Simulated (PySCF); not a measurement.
PySCF job for RbF, SMILES [F][Rb], B3LYP-D3(BJ)/def2-TZVPD. Geometry: B3LYP-D3(BJ)/def2-TZVPD. The def2 effective core potentials stand for the cores of Rb; spin–orbit coupling is left out.

```python
import numpy as np
from pyscf import gto, scf, dft, df
from pyscf.hessian import thermo

mol = gto.M(
    atom='''
    Rb    0.00000000    0.00000000   -0.46337144
    F     0.00000000    0.00000000    1.90497150
    ''',
    basis='def2-TZVPD',
    ecp={'Rb': 'def2-tzvp'},
    charge=0,
    spin=0,
    max_memory=1600,
    verbose=3,
)
mf = dft.RKS(mol, xc='b3lyp').density_fit(auxbasis='def2-universal-jkfit')
mf.disp = 'd3bj'
mf.grids.level = 3
mf.conv_tol = 1e-11
mf.max_cycle = 100
mf.kernel()

# [left out here: the lines that compute and print the analytic Hessian (its translational invariance restored by hand, since the grid's response is missing), thermochemistry and intensities]
```

Output:

```
converged SCF energy = -124.046575506147

WARN: DFTD3 does not support analytical Hessian, using finite difference


WARN: Mole.unit (angstrom) is changed to Bohr

Mode                                 0
Irrep
Freq [cm^-1]                      354.2609
Reduced mass [au]                  22.1281
Force const [Dyne/A]                1.6362
Char temp [K]                     509.7026
Normal mode                   x     y     z
       0  Rb                 0.00  0.00 -0.05
       1   F                 0.00  0.00  0.21
temperature 298.1500 [K]
pressure 101325.00 [Pa]
Rotational constants [GHz] inf 5.79675 5.79675
Symmetry number 1
Zero-point energy (ZPE) 0.00081 [Eh]   2118.951 [J/mol]
                           tot       elec      trans        rot        vib
Entropy [J/mol/K]       237.849      0.000    166.725     66.325      4.800
Cv [J/mol/K]             27.340      0.000     12.472      8.314      6.554
Cp [J/mol/K]             35.655      0.000     20.786      8.314      6.554
Internal energy [J/mol]                      3718.434   2478.956   3055.198
Internal energy [Eh]   -124.04305  -124.04658
Enthalpy [J/mol]                             6197.391   2478.956   3055.198
Enthalpy [Eh]          -124.04211
Gibbs free energy [J/mol]                  -43511.670 -17295.707   1624.135
Gibbs free energy [Eh] -124.06912
static polarisability / bohr^3: [[19.155 -0.    -0.   ]
 [ 0.    19.155 -0.   ]
 [-0.     0.    30.682]]
largest difference of analytic and finite-field dipole derivatives / e: 0.0023132046826492836
mode   freq/cm-1   IR/(km/mol)   Raman/(A^4/amu)   depolarisation
   1      354.26        88.320             1.927            0.001
max |gradient| / (hartree/bohr): 6.811709143183336e-05
APT charges: [ 0.935 -0.935]
```

The run converged.

Cost: very roughly 22 core-seconds.
